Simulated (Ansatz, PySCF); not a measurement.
System: AlCl (charge 0, singlet). 
Geometry from a B3LYP-D3(BJ)/def2-TZVP (Ansatz, a first-principles code) optimisation:
SMILES: [Al][Cl]
```xyz
2

Al     0.0000     0.0000    -1.2241
Cl     0.0000     0.0000     0.9361
```
Charge 0, spin multiplicity 1.

Quantity: vertical ionisation energy (to the doublet state of charge +1; each state is the SCF solution reached for its spin), in eV. Cores are frozen in the correlated levels unless marked. UHF or UKS for open shells. Spin-orbit coupling is left out. Non-relativistic. CBS marks a two-point X^-3 extrapolation of the correlation energy; Hartree-Fock from the larger set.

```json
[
 {"level": "SVWN5/def2-TZVPD", "program": "Ansatz", "vertical ionisation energy (eV)": "9.40"},
 {"level": "BHLYP/def2-TZVPD", "program": "Ansatz", "vertical ionisation energy (eV)": "9.28"},
 {"level": "CAM-B3LYP/def2-TZVPD", "program": "Ansatz", "vertical ionisation energy (eV)": "9.42"},
 {"level": "wB97M-V/def2-TZVPD", "program": "Ansatz", "vertical ionisation energy (eV)": "9.40"},
 {"level": "CCSD/aug-cc-pV(T+d)Z", "program": "Ansatz", "vertical ionisation energy (eV)": "9.33"},
 {"level": "CCSD/def2-QZVPPD", "program": "Ansatz", "vertical ionisation energy (eV)": "9.36"},
 {"level": "CCSD/CBS(def2-TZVPPD,def2-QZVPPD)", "program": "Ansatz", "vertical ionisation energy (eV)": "9.40"},
 {"level": "CCSD(T)/def2-SVPD", "program": "Ansatz", "vertical ionisation energy (eV)": "9.26"},
 {"level": "CCSD(T)/aug-cc-pV(T+d)Z", "program": "Ansatz", "vertical ionisation energy (eV)": "9.34"},
 {"level": "CCSD(T)/CBS(aug-cc-pV(T+d)Z,aug-cc-pV(Q+d)Z)", "program": "Ansatz", "vertical ionisation energy (eV)": "9.41"}
]
```

For comparison, minus the highest occupied orbital energy (PySCF): 6.22 eV at BP86/def2-TZVPD, 7.11 eV at PW6B95/def2-TZVPD, 9.05 eV at HF/def2-TZVPD.
